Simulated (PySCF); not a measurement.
## Correlation energy of Sb²⁺ (antimony, charge +2)

[Kr] 4d10 5s1 5p1 5d1, one real determinant (an excited configuration). Computed with PySCF 2.14 in aug-cc-pwCVDZ-PP with ECP28MDF (6s5p4d1f, 48 functions), with a scalar-relativistic core potential. Frozen: 4s2 4p6 4d10; 3 electrons correlated.

| level | correlation energy (mhartree) |
| --- | --- |
| CCSD | -29.11 |
| (T) | -5.56 |
| CCSD(T) | -34.67 |

Diagnostics: T1 = 0.025, D1 = 0.0568, largest double amplitude 0.790.

The real determinant used has ⟨L²⟩ near 8 against 12 for a pure F term, so it mixes terms. The outer electron is Rydberg-like, and this basis confines it to a smaller radius and binds it less than a complete one would. A double-excitation amplitude exceeds 0.15, a sign of near-degeneracy.

Cost of the coupled-cluster step: about 0.6 core-seconds, for 3 correlated electrons.

Iterations:

```
CC2 = 0
CCSD nocc = (np.int64(3), np.int64(0)), nmo = (39, 39)
frozen orbitals [[0, 1, 2, 3, 4, 5, 6, 7, 8], [0, 1, 2, 3, 4, 5, 6, 7, 8]]
max_cycle = 100
direct = 0
conv_tol = 1e-08
conv_tol_normt = 1e-06
diis_space = 8
diis_start_cycle = 0
Init t2, MP2 energy = -0.00530180819936093
Init E_corr(UCCSD) = -0.00530180820171434
cycle = 1  E_corr(UCCSD) = -0.00764583019863563  dE = -0.002344022  norm(t1,t2) = 0.0432896
cycle = 2  E_corr(UCCSD) = -0.00900320873755354  dE = -0.00135737854  norm(t1,t2) = 0.0377076
cycle = 3  E_corr(UCCSD) = -0.0110934678995962  dE = -0.00209025916  norm(t1,t2) = 0.0363449
cycle = 4  E_corr(UCCSD) = -0.0183245423033152  dE = -0.0072310744  norm(t1,t2) = 0.0355389
cycle = 5  E_corr(UCCSD) = -0.0363603065971822  dE = -0.0180357643  norm(t1,t2) = 0.0292101
cycle = 6  E_corr(UCCSD) = -0.0235415531220878  dE = 0.0128187535  norm(t1,t2) = 0.031941
cycle = 7  E_corr(UCCSD) = -0.0274729779641269  dE = -0.00393142484  norm(t1,t2) = 0.0177363
cycle = 8  E_corr(UCCSD) = -0.0291165604583113  dE = -0.00164358249  norm(t1,t2) = 0.00583252
cycle = 9  E_corr(UCCSD) = -0.0291349121632169  dE = -1.83517049e-05  norm(t1,t2) = 4.48566e-05
cycle = 10  E_corr(UCCSD) = -0.0290976025749054  dE = 3.73095883e-05  norm(t1,t2) = 0.000106774
cycle = 11  E_corr(UCCSD) = -0.0291048369910921  dE = -7.23441619e-06  norm(t1,t2) = 3.29603e-05
cycle = 12  E_corr(UCCSD) = -0.0291062383747824  dE = -1.40138369e-06  norm(t1,t2) = 5.96676e-06
cycle = 13  E_corr(UCCSD) = -0.0291063614828025  dE = -1.2310802e-07  norm(t1,t2) = 7.26433e-07
cycle = 14  E_corr(UCCSD) = -0.0291063909024004  dE = -2.94195979e-08  norm(t1,t2) = 2.65178e-07
cycle = 15  E_corr(UCCSD) = -0.0291064273461131  dE = -3.64437127e-08  norm(t1,t2) = 1.55237e-07
cycle = 16  E_corr(UCCSD) = -0.0291064325849453  dE = -5.23883228e-09  norm(t1,t2) = 2.2771e-08
UCCSD converged
E(UCCSD) = -237.7479454156673  E_corr = -0.02910643258494533
UCCSD(T) correction = -0.00556012359089681
```

The reference is one real determinant that mixes LS terms of this configuration.
